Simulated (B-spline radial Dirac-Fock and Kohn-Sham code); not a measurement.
## The V-like isoelectronic sequence (23 electrons), Z = 64 to 71

Method: Dirac-Fock (average of configuration) total-energy differences with a finite nucleus, the Breit interaction including its frequency dependence, and self-energy and vacuum-polarisation corrections. Computed with a B-spline atomic structure program. Binding energies in eV, tabulated ground configurations ([Ar] 3d5 throughout). Correlation energy is missing from these numbers.

| ion | 1s | 2p1/2 | 2p3/2 | outermost level | NIST ionisation energy |
| --- | --- | --- | --- | --- | --- |
| Gd⁴¹⁺ | 52477.7 | 10120.0 | 9424.1 | 3175.6 (3d) | 3160 ± 4 |
| Tb⁴²⁺ | 54329.1 | 10534.4 | 9787.8 | 3317.9 (3d) | 3300 ± 4 |
| Dy⁴³⁺ | ? | ? | ? | ? | ? |
| Ho⁴⁴⁺ | 58146.4 | 11393.3 | 10536.3 | 3611.8 (3d) | 3592 ± 4 |
| Er⁴⁵⁺ | 60114.1 | 11838.1 | 10921.2 | 3763.4 (3d) | 3742 ± 4 |
| Tm⁴⁶⁺ | 62122.0 | 12293.4 | 11313.2 | 3918.2 (3d) | 3895 ± 4 |
| Yb⁴⁷⁺ | 64169.9 | 12759.3 | 11712.4 | 4076.0 (3d) | 4051 ± 4 |
| Lu⁴⁸⁺ | 66259.0 | 13236.1 | 12118.6 | 4237.0 (3d) | 4211 ± 4 |

Question: Fill in the row of Dy⁴³⁺.

Answer: 1s 56218.0, 2p1/2 10958.8, 2p3/2 10158.5, outermost 3463.3 (3d), NIST 3445 ± 4 eV.

NIST's values are for the lowest levels; a dash marks a value that is missing or belongs to another shell. Their kind here: theoretical. Where a p, d or f shell is open in either ion the computed value averages over both j values and all terms, while the table refers to the lowest levels; that difference holds spin-orbit splitting (largest in heavy or highly charged ions), term energies where several electrons share open shells, and correlation, and it can reach 10 % or more.
